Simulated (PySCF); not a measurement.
**Computed properties of OS2, SMILES [S+]([O-])=S**

OS2, SMILES [O-][S+]=S. The structure is a stationary point at PBE0-D3(BJ)/def2-TZVP. Other conformers were not sampled. All values are computed for the isolated molecule unless a solvent is named; none is compared with measurement here.

**Structure.** The optimised structure has Cs symmetry. All 3 harmonic modes at PBE0-D3(BJ)/def2-TZVP (PySCF) are real, so it is a minimum. With heavy atoms numbered as in [S:1]=[S+:2][O-:3], the shortest bond between them is S2–O3 at 1.453 Å and the longest S1–S2 at 1.880 Å.

**Vibrations.** The strongest infrared lines (harmonic, unscaled, degenerate partners summed) lie at 1241 cm⁻¹ (172 km/mol, O 65 %, S 35 %), 723 cm⁻¹ (54 km/mol, S 96 %), 394 cm⁻¹ (9 km/mol, O 52 %, S 48 %). The softest mode is at 394 cm⁻¹ and the zero-point energy is 3.4 kcal/mol.

**Electronic structure.** r2SCAN/def2-TZVPD (PySCF) places the frontier levels at -7.22 and -4.79 eV, a gap of 2.43 eV, and gives a dipole moment of 1.35 D and a mean polarisability of 44.3 bohr³. PBE/def2-TZVPD (PySCF) at the same geometry gives -6.97 and -4.77 eV, so its gap is 0.23 eV narrower. An orbital gap is neither the optical nor the fundamental gap.

**Excitations.** TDDFT-B3LYP/def2-SVPD (PySCF) has S1 at 2.38 eV (521 nm, f = 0.000, dark); the most intense of the 10 singlets computed lies at 7.37 eV (f = 0.08). T1 (TDA) is at 1.82 eV. TDDFT-PBE/def2-SVPD (PySCF) puts S1 at 2.39 eV.

**Solvation.** SMD-B3LYP/6-31G* (PySCF) gives -2.8 kcal/mol in water, -4.5 kcal/mol in acetone, -4.4 kcal/mol in ethylethanoate (1 M in both phases, gas-phase geometry); of these solvents acetone holds the molecule best.
